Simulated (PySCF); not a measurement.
# Reading the logs of faulty runs: BGeH8NSi

These are calculations, not measurements. They come from PySCF 2.14.0, an open-source quantum chemistry program, on an isolated molecule that a program drew, which may never have been made. The molecule is BGeH8NSi (charge 0, singlet), drawn as the SMILES string `[SiH3]B[NH][GeH3]`.

Each row is a Hartree-Fock (HF) and frozen-core CCSD(T) single point in the cc-pV(D+d)Z basis, meant for a local HF minimum. Run 1 is clean. Each other run has one planted mistake out of seven kinds, and not every kind appears here: one electron removed, one electron added, multiplicity raised by two, geometry at a saddle point, minimal basis STO-3G, one bond length entered in bohr, all coordinates scaled. The reference is restricted for singlets and unrestricted otherwise, and also for a bond in bohr. Adding or removing an electron swaps singlet and doublet. Electrons count all cores. HOMO and LUMO are orbital energies over both spins, the gradient is its largest component, and the lowest frequency (negative if imaginary) is given only where the gradient is small. Bond lengths are over the 11 bonds as drawn. T1 is the CCSD diagnostic: over 0.02 (restricted) or 0.045 (unrestricted) a single reference is doubtful. Germanium has the cc-pVDZ-PP basis, with a core potential (ECP10MDF) in place of its 10 inner electrons, and its 3s, 3p and 3d shells are frozen in CCSD(T).

Geometry of the clean run:
```xyz
12
BGeH8NSi, angstrom
Si    0.9558    0.7420   -0.3648
B     0.2094    2.6284   -0.0664
N     0.4663    3.7460   -0.8689
Ge    1.5112    3.9203   -2.4017
H     1.8410    0.6130   -1.5545
H     1.7411    0.3132    0.8231
H    -0.1613   -0.2251   -0.5341
H    -0.5157    2.7837    0.8877
H     0.0217    4.5998   -0.5842
H     1.3921    5.3879   -2.8153
H     2.9632    3.5704   -2.0839
H     0.9750    3.0089   -3.5032
```

| run | electrons | basis functions | <S^2> | HOMO (eV) | LUMO (eV) | gradient (hartree/bohr) | lowest frequency (cm^-1) | mean bond (Å) | longest bond (Å) | T1 | HF (hartree) | CCSD(T) (hartree) | mistake |
|---|---|---|---|---|---|---|---|---|---|---|---|---|---|
| 1 | 66 | 114 | 0.000 | -10.52 | 2.91 | 7.3e-06 | 54 | 1.5065 | 2.051 | 0.0145 | -666.12965 | -666.67131 | no fault |
| 2 | 66 | 114 | 0.000 | -10.61 | 3.19 | 6.3e-02 | - | 1.4131 | 1.923 | 0.0130 | -666.08103 | -666.61491 | all coordinates scaled |
| 3 | 65 | 114 | 0.764 | -16.32 | -7.78 | 1.2e-01 | - | 1.5065 | 2.051 | 0.0208 | -665.79366 | -666.31674 | ? |
| 4 | 67 | 114 | 0.759 | 1.11 | 7.69 | 7.2e-02 | - | 1.5065 | 2.051 | 0.0173 | -666.05306 | -666.61467 | ? |

**Which mistake was planted in run 3, and what did it cost?**

It counts 65 electrons, one fewer than the clean run, at the same geometry and basis. So the mistake is: one electron removed. Subtracting run 1 and multiplying by 627.51 kcal/mol a hartree, the energy moved by 210.8 kcal/mol in HF and 222.5 kcal/mol in CCSD(T).

**Which mistake was planted in run 4, and what did it cost?**

It counts 67 electrons, one more than the clean run, at the same geometry and basis. So the mistake is: one electron added. Subtracting run 1 and multiplying by 627.51 kcal/mol a hartree, the energy moved by 48.1 kcal/mol in HF and 35.5 kcal/mol in CCSD(T).

Cautions from the logs. Run 4: the HOMO is above zero, so the electron isn't bound and the energy depends on the basis.
